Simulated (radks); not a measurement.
Task: The cadmium ion Cd2+, [Kr] 4d10. Calculated with a radial shooting solver on a logarithmic mesh with Libxc functionals: non-relativistic Kohn-Sham, exchange-only LDA, spin-polarised, spherical densities, point nucleus. Every spin shell is full or empty, so the densities are truly spherical. Functionals are evaluated on that one density, not self-consistently. Rank these exchange functionals by their error against the exact value of the orbitals, and give that value: LDA, B88, PBE, RPBE, OPTX, WC, AM05, G96, EV93, revTPSS, r2SCAN, MS2, MVS.

Result: Exact: -148.329 hartree. From best to worst, with 100 (|E| - |E exact|)/|E exact| (equal figures are ties): B88 +0.03, MVS +0.08, r2SCAN -0.09, RPBE -0.23, EV93 -0.26, G96 +0.35, PBE -0.43, MS2 -0.58, WC -0.88, revTPSS -0.91, OPTX +1.20, AM05 -4.58, LDA -4.94.
